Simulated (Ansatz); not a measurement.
[In(NH3)6]3+ (InN₆H₁₈³⁺). The state is a singlet with charge 3. Geometry r2SCAN-D4/def2-SVP.

```xyz
25

In    0.0000   -0.0001    0.0004
N     1.1256   -1.7811   -1.0136
H     1.8756   -2.1924   -0.4410
H     1.5914   -1.5448   -1.9006
H     0.5286   -2.5846   -1.2531
N    -1.1463    1.7704    1.0083
H    -1.8223    2.2427    0.3921
H    -0.5479    2.5341    1.3522
H    -1.7048    1.5046    1.8310
N     1.8624    0.4159    1.3511
H     1.8539   -0.0767    2.2549
H     1.9935    1.4037    1.6089
H     2.7631    0.1483    0.9307
N    -1.8703   -0.3884   -1.3472
H    -2.7724   -0.2889   -0.8613
H    -1.9153   -1.3278   -1.7654
H    -1.9521    0.2453   -2.1542
N    -0.8340   -1.4802    1.6050
H    -0.3003   -2.3564    1.6893
H    -1.8000   -1.7938    1.4375
H    -0.8556   -1.1089    2.5648
N     0.8626    1.4636   -1.6033
H     0.4383    2.4015   -1.5986
H     0.7552    1.1465   -2.5768
H     1.8713    1.6474   -1.5112
```

In the def2 sets In takes a core potential, while STO-3G treats all electrons; there is no spin–orbit coupling.

Q: Estimate the orbital energies around the gap (eV) in Ansatz with HF/STO-3G, PBE-D4/def2-SVP, PBE-D4/def2-TZVP, r2SCAN-D4/def2-TZVP, r2SCANh-D4/def2-TZVP.

A: 
| orbital | HF/STO-3G | PBE-D4/def2-SVP | PBE-D4/def2-TZVP | r2SCAN-D4/def2-TZVP | r2SCANh-D4/def2-TZVP |
| --- | --- | --- | --- | --- | --- |
| HOMO−9 | -29.15 | -24.00 | -24.05 | -24.48 | -25.10 |
| HOMO−8 | -28.30 | -23.83 | -23.87 | -24.29 | -24.90 |
| HOMO−7 | -28.30 | -23.83 | -23.87 | -24.29 | -24.90 |
| HOMO−6 | -28.29 | -23.83 | -23.87 | -24.29 | -24.90 |
| HOMO−5 | -28.23 | -23.78 | -23.77 | -24.06 | -24.68 |
| HOMO−4 | -26.07 | -21.12 | -21.15 | -21.51 | -22.09 |
| HOMO−3 | -26.07 | -21.12 | -21.14 | -21.50 | -22.09 |
| HOMO−2 | -26.05 | -21.11 | -21.13 | -21.49 | -22.07 |
| HOMO−1 | -23.78 | -19.72 | -19.75 | -20.10 | -20.65 |
| HOMO | -23.78 | -19.72 | -19.75 | -20.10 | -20.65 |
| LUMO | -4.36 | -13.69 | -13.79 | -13.45 | -13.10 |
| LUMO+1 | -1.09 | -11.37 | -11.72 | -10.98 | -10.71 |
| LUMO+2 | -1.03 | -11.34 | -11.57 | -10.90 | -10.64 |
| LUMO+3 | -1.00 | -11.33 | -11.57 | -10.89 | -10.63 |
| LUMO+4 | 3.90 | -11.33 | -11.57 | -10.88 | -10.63 |
| LUMO+5 | 4.20 | -9.79 | -10.18 | -9.34 | -9.05 |
